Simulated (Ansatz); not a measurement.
Basis sets compared for `C[SiH2][SiH2][SiH2][SiH2][SiH2][SiH2][SiH2][SiH2][SiH2]C`. Total charge 0; singlet. Geometry r2SCAN-D4/def2-SVP. Ansatz on 4 threads of Intel Xeon on a shared host; times are rough, and most runs start from earlier orbitals.

```csv
atom,x (Å),y (Å),z (Å)
C1,2.8085,-1.9808,-4.6365
Si2,3.3666,-0.5631,-3.5225
Si3,3.9156,-1.3922,-1.3927
Si4,2.0852,-2.6602,-0.6425
Si5,0.1592,-1.3467,-0.9346
Si6,0.4834,0.7631,0.0506
Si7,-1.4854,2.0297,-0.1509
Si8,-3.2608,0.6762,0.5877
Si9,-2.6163,-0.2407,2.6531
Si10,-2.0006,1.5522,4.0440
C11,-3.3755,2.8444,4.0774
H12,3.6126,-2.7249,-4.7566
H13,2.5325,-1.6139,-5.6384
H14,1.9312,-2.4928,-4.2091
H15,2.2590,0.4341,-3.3620
H16,4.5365,0.1520,-4.1243
H17,4.1684,-0.2753,-0.4265
H18,5.1478,-2.2443,-1.4565
H19,2.2184,-3.0320,0.8022
H20,1.9834,-3.9222,-1.4458
H21,-1.0478,-2.0019,-0.3337
H22,-0.1014,-1.1622,-2.4005
H23,1.6476,1.4464,-0.5990
H24,0.8065,0.5700,1.5014
H25,-1.6736,2.4377,-1.5797
H26,-1.4148,3.2691,0.6892
H27,-3.5464,-0.3801,-0.4346
H28,-4.5026,1.4954,0.7733
H29,-3.7434,-1.0223,3.2572
H30,-1.4618,-1.1722,2.4416
H31,-0.7435,2.1541,3.4929
H32,-1.7012,1.0621,5.4271
H33,-3.1014,3.6986,4.7174
H34,-4.3118,2.4132,4.4671
H35,-3.5742,3.2293,3.0642
```

Binding counts from free atoms (C triplet, Si triplet, H doublet) in the same basis, without a counterpoise term.

```
           level  functions  energy (Eh)  HOMO (eV)  LUMO (eV)  binding per atom (eV)  wall time
 PBE-D4/def2-SVP        310   -2693.7590      -6.55      -1.19                   3.24       17 s
PBE0-D4/def2-SVP        310   -2694.0623      -7.60      -0.46                   3.24       37 s
```

**Question.** Estimate the rows for PBE-D4/def2-TZVP, PBE0-D4/def2-TZVP (with forces).

**Answer.** 
```csv
level,functions,energy (Eh),HOMO (eV),LUMO (eV),binding per atom (eV),wall time
PBE-D4/def2-TZVP,539,-2694.7606,-6.52,-1.39,3.24,38 s
PBE0-D4/def2-TZVP (with forces),539,-2695.0509,-7.52,-0.63,3.24,2.1 min
```
